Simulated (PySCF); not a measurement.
## Spin states of ZrO⁺

Unrestricted PBE0; Zr def2-TZVPPD with ECP28, O def2-TZVPPD; scalar-relativistic core potentials (PySCF 2.14). Outer shells of the fragments: Zr+ 4d2 5s1; O 2s2 2p4.

Followed along the bond (rough minima from three points):

```
2Ms+1       unpaired  ⟨S²⟩ at the start  R at minimum (Å)  Te (eV)
    2            δ ↑               1.01              1.68     0.00
    2            σ ↑               1.18              1.67     0.52
    2            π ↑               1.13              1.72     1.95
    4  σ ↑, π ↑, δ ↑               3.75              1.92     3.35
    2  σ ↑, π ↓, δ ↑               1.78              1.93     3.38
    4  σ ↑, π ↑, δ ↑               3.75              1.92     3.39
```

Solutions found at the starting distance of 2.105 Å, counted from the lowest of them; the search is not exhaustive and high or unbound solutions are not listed, so other states can lie among these:

| 2Ms+1 | unpaired | term | E (eV) | ⟨S²⟩ | ⟨Lz²⟩ | μ (D) |
| --- | --- | --- | --- | --- | --- | --- |
| 2 | δ ↑ | ²Δ | 0.00 | 1.01 | 4.00 | -7.59 |
| 2 | σ ↑ | mixed | 0.68 | 1.18 | 0.00 | -6.11 |
| 2 | σ ↑, π ↓, δ ↑ | mixed | 1.08 | 1.78 | 4.54 | -5.18 |
| 4 | σ ↑, π ↑, δ ↑ | mixed | 1.09 | 3.75 | 4.50 | -5.29 |
| 4 | σ ↑, π ↑, δ ↑ | mixed | 1.12 | 3.75 | 5.03 | -5.25 |
| 2 | π ↑ | mixed | 1.29 | 1.13 | 1.04 | -6.81 |

A term symbol is given only where ⟨S²⟩ and ⟨Lz²⟩ are close to those of a pure state; real π, δ and φ orbitals otherwise mix terms. A positive dipole points towards O; it is taken about the centre of mass and depends on that origin.

Spin–orbit coupling is left out. With d or f electrons several states lie close, and the lowest PBE0 determinant need not be the measured ground state.
